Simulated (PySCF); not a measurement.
C4H2BrCl, SMILES C(/C=C(/Cl)Br)#C.

Geometry optimised at B3LYP-D3(BJ)/def2-SVP. The structure was generated by enumeration; whether it is a known compound was not checked.

Calculation: PBE/def2-TZVP in PySCF.

```yaml
total_energy: -3187.19042 hartree
point_group: Cs
highest_occupied_level: -6.03 eV
lowest_empty_level: -2.43 eV
orbital_gap: 3.59 eV
dipole_moment: 0.79 D
quadrupole, principal values (traceless, Buckingham form, about the centre of nuclear charge): -6.34, 0.38, 5.96 D·Å
mean_static_polarisability: 84.4 bohr³ (12.50 Å³)
polarisability_principal_values: 46.0, 80.9, 126.3 bohr³
```
